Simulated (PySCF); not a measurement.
## C5H6OS: calculation and literature

Molfile (atoms numbered from 1):
```
C5H6OS
     RDKit          3D

 13 13  0  0  0  0  0  0  0  0999 V2000
    2.6677    0.8618    0.5488 S   0  0  0  0  0  0  0  0  0  0  0  0
    1.6522   -0.4332   -0.2450 C   0  0  0  0  0  0  0  0  0  0  0  0
    0.2006   -0.2516   -0.0782 C   0  0  0  0  0  0  0  0  0  0  0  0
   -0.7375   -0.8709    0.6811 C   0  0  0  0  0  0  0  0  0  0  0  0
   -1.9748   -0.2136    0.4112 C   0  0  0  0  0  0  0  0  0  0  0  0
   -1.6931    0.7554   -0.4891 C   0  0  0  0  0  0  0  0  0  0  0  0
   -0.3758    0.7432   -0.7987 O   0  0  0  0  0  0  0  0  0  0  0  0
    2.1837    1.8813   -0.1767 H   0  0  0  0  0  0  0  0  0  0  0  0
    1.9560   -1.3637    0.2341 H   0  0  0  0  0  0  0  0  0  0  0  0
    1.9244   -0.4942   -1.3000 H   0  0  0  0  0  0  0  0  0  0  0  0
   -0.5663   -1.6964    1.3535 H   0  0  0  0  0  0  0  0  0  0  0  0
   -2.9418   -0.4343    0.8335 H   0  0  0  0  0  0  0  0  0  0  0  0
   -2.2901    1.4989   -0.9899 H   0  0  0  0  0  0  0  0  0  0  0  0
  1  2  1  0
  2  3  1  0
  3  4  2  0
  4  5  1  0
  5  6  2  0
  6  7  1  0
  7  3  1  0
  1  8  1  0
  2  9  1  0
  2 10  1  0
  4 11  1  0
  5 12  1  0
  6 13  1  0
M  END
```

PySCF calculation with PBE0-D3(BJ)/def2-TZVP geometry and shielding tensors at KT3/pcSseg-2 (GIAO); fast rotation and ring inversion assumed for equivalent nuclei, non-relativistic, no solvent model, a single conformation.

Reference values: estimated from measurements, as parent shift plus tabulated substituent increment (solution, not stated per compound (mostly CDCl3 or CCl4); Pretsch, Buehlmann, Badertscher, Structure Determination of Organic Compounds, 4th ed. (2009)).
| atoms | quantity | reference | computed | computed, scaled |
| --- | --- | --- | --- | --- |
| H13 | δ 1H | 7.33 | 7.52 | 7.35 |
| H12 | δ 1H | 6.29 | 6.39 | 6.26 |
| H11 | δ 1H | 6.16 | 6.18 | 6.05 |

Computed shifts are σ(ref) − σ with the named reference compound (TMS for H and C) calculated as an isolated molecule at the same level. The measured values may be among those fitted. Empirical linear scaling, fitted to shifts measured mostly in CDCl3 for H and C (δ vs TMS): 1H: δ = 30.77 − 0.971σ (rms 0.14 ppm, 293 shifts, 0.16 ppm with the 4 outliers that the fit left out). Occasional misses reach two or three times the rms, and more in compound classes unlike the fitted ones. Hydrogens on heteroatoms aren't scaled, only referred to computed TMS.

Question: How far are the unscaled 1H shifts from the references?

Answer: Mean signed difference +0.10 ppm, mean absolute 0.10 ppm over 3 comparisons; the largest is +0.19 ppm at H13 (hydrogen on an aromatic CH next to the ring oxygen).

The protons averaged at δ 3.82 differ by 1.2 ppm in this conformer, so that average is uncertain.
